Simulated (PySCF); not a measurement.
C₂H₈BN₃, SMILES NB1NCCN1. Geometry optimised at PBE-D3(BJ)/def2-SVP. The structure was generated by enumeration, and PubChem lists no compound with its InChIKey, so it may never have been made. Other conformers were not sampled.

Computed equilibrium geometry at PBE-D3(BJ)/def2-SVP (PySCF confirms it by a frequency run) as bond lengths and angles, and its point group (one conformer of several):
point group C2.
Atoms: N1 B2 N3 C4 C5 N6 H7 H8 H9 H10 H11 H12 H13 H14. Bonded distances (Å): N1–B2 1.425, N1–H7 1.017, N1–H8 1.017, B2–N3 1.448, B2–N6 1.448, N3–C4 1.459, N3–H9 1.019, C4–C5 1.543, C4–H10 1.119, C4–H11 1.113, C5–N6 1.459, C5–H12 1.113, C5–H13 1.119, N6–H14 1.019. Bond angles (°): B2–N1–H7 123.2, B2–N1–H8 123.2, H7–N1–H8 113.7, N1–B2–N3 126.4, N1–B2–N6 126.4, N3–B2–N6 107.3, B2–N3–C4 108.4, B2–N3–H9 123.8, C4–N3–H9 116.8, N3–C4–C5 103.1, N3–C4–H10 112.4, N3–C4–H11 113.3, C5–C4–H10 109.6, C5–C4–H11 111.4, H10–C4–H11 107.1, C4–C5–N6 103.1, C4–C5–H12 111.4, C4–C5–H13 109.6, N6–C5–H12 113.3, N6–C5–H13 112.4, H12–C5–H13 107.1, B2–N6–C5 108.4, B2–N6–H14 123.8, C5–N6–H14 116.8.
Charge 0, spin multiplicity 1.
